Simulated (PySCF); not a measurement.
Write a Z-matrix for InChI=1S/C8H9F/c9-6-7-2-1-3-8(7)4-5-8/h1-3H,4-6H2 as optimised with GFN2-xTB.

Z-matrix in Å and degrees, rows numbered from 1:
```
F 
C   1  1.3849
C   2  1.4876  1  111.76
C   3  1.3505  2  127.07  1   116.45
C   4  1.4409  3  109.47  2   179.29
C   5  1.3452  4  109.03  3     0.26
C   6  1.4679  5  108.84  4    -0.01
C   7  1.5199  3  123.16  2   -34.29
C   8  1.4782  7   60.99  3   110.80
H   2  1.0975  1  105.68  3  -122.09
H   2  1.0940  1  106.41  3   121.14
H   4  1.0754  3  126.28  2    -0.36
H   5  1.0748  4  124.06  3  -179.96
H   6  1.0741  5  127.85  4   179.42
H   8  1.0794  7  116.52  9   110.01
H   8  1.0792  7  117.07  9  -109.81
H   9  1.0783  7  116.68  8   110.19
H   9  1.0790  7  116.47  8  -109.95
```

The 5-membered ring C3–C4–C5–C6–C7 has internal angles of 104.6° to 109.5° (sum 540°, against 540° for a flat polygon); it is planar, 0.00 Å rms from its mean plane, widest ring torsion 0°. Of the pairs four or more bonds apart, F1···H17 is among the closest relative to their van der Waals radii: 2.44 Å, 92 % of the sum of Bondi's values. The C–C distances run from 1.345 Å (C5=C6, drawn double) to 1.522 Å (C7–C9, drawn single), a spread of 0.177 Å. The 3-membered ring C7–C8–C9 has internal angles of 58.2° to 61.0°.

The geometry is computed with GFN2-xTB (gas phase).

Point group: C1 (no symmetry element, even within 0.4 Å). No GFN2-xTB frequencies stand behind this structure, so it isn't proved a minimum. One conformer, not necessarily the lowest (F1–C2–C3–C4 116°).
